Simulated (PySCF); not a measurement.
**Ionisation energy of Br²⁺ by level of theory**

Br²⁺ [Ar] 3d10 4s2 4p3 (4S) → Br³⁺ [Ar] 3d10 4s2 4p2 (3P), as a difference of total energies. All numbers are calculated (PySCF 2.14, scalar relativity by spin-free X2C-1e, in x2c-TZVPPall). Correlated levels: valence and next inner shell: [Ne] frozen. The calculations carry no spin-orbit coupling.

```
                                method  ionisation energy (eV)  plus first-order spin-orbit estimate  error of that sum (eV)
                                   UHF                  34.651                                34.228                  -0.643
    MP2 (valence and next inner shell)                  35.250                                34.826                  -0.045
SCS-MP2 (valence and next inner shell)                  35.068                                34.644                  -0.227
   CCSD (valence and next inner shell)                  35.177                                34.754                  -0.117
CCSD(T) (valence and next inner shell)                  35.207                                34.783                  -0.088
```

Reference: 34.871 ± 0.019 eV (measured; NIST Atomic Spectra Database, ionization energies).

A first-order spin-orbit estimate (lowest level to lowest level, LS coupling) adds -0.424 eV.

Errors of the correlated levels include the incompleteness of this basis and the frozen core.
